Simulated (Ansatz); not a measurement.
Compare A (`F[SiH](Cl)[O][GeH3]`) with its isomer B (`[OH][GeH]([F])[SiH2]Cl`).

Isolated molecules relaxed with PBE0-D4/def2-TZVP in Ansatz; ΔE leaves out vibrations. CBS: MP2 limit from def2 TZ/QZ plus the TZ coupled-cluster correction, frozen cores. Functionals use def2-TZVPP. For Ge outer-core shells are correlated without core-valence functions, which leaves a few kJ/mol of doubt a bond. Scalar relativity is left out up to krypton. One conformer a species, not always the lowest.

(1) Which is lower in electronic energy at CCSD(T)/CBS, and by how much? (Estimate.)

(2) Give E(B) − E(A) in kcal/mol with r2SCAN-D4, B2PLYP, CCSD/def2-TZVPP, ωB97M-V, MP2/def2-TZVPP, CCSD(T)/def2-TZVPP, PBE-D4. (Best estimate.)

Largest T1 diagnostic: 0.012.

Answers

(1) Computed: A, by 47.7 kcal/mol.

(2) The calculation gave: r2SCAN-D4 45.7, B2PLYP 47.3, CCSD/def2-TZVPP 48.7, ωB97M-V 47.4, MP2/def2-TZVPP 49.0, CCSD(T)/def2-TZVPP 47.7, PBE-D4 39.5. None reverses the order clearly.

From PBE to PBE0 (25 % exact exchange), in def2-TZVPP and without D4, E(B) − E(A) moves by +3.6 kcal/mol. In def2-TZVPP, CCSD(T) changes the Hartree–Fock value by −5.6 kcal/mol (the triples alone add −1.0 kcal/mol) and MP2 by −4.3 kcal/mol.
